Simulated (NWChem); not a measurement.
# CHOS cation; SMILES [SH+]=C=O

```xyz
4

O      0.0121    -1.7197     0.0000
C     -0.0028    -0.5995     0.0000
S      0.0778     1.0422     0.0000
H     -1.2827     1.1144     0.0000
```
Atoms are numbered in this order, from 1.

Program: NWChem. Coordinates come from a PBE0-D3(BJ)/def2-TZVP optimisation. Core excitations by TDA in a window of 1s orbitals, non-relativistic and unshifted: absolute energies depend strongly on the exact-exchange share.

Problem. Estimate the computed values for O K edge, PBE0/cc-pVTZ. Quantities: first 1s excitation (eV); dipole oscillator strength of the first; first state with f > 0.002 (eV); dipole oscillator strength of that state.

Solution. 
```yaml
first 1s excitation (eV): 520.7
dipole_oscillator_strength_of_the_first: 0.0398
first state with f > 0.002 (eV): 520.7
dipole_oscillator_strength_of_that_state: 0.0398
```
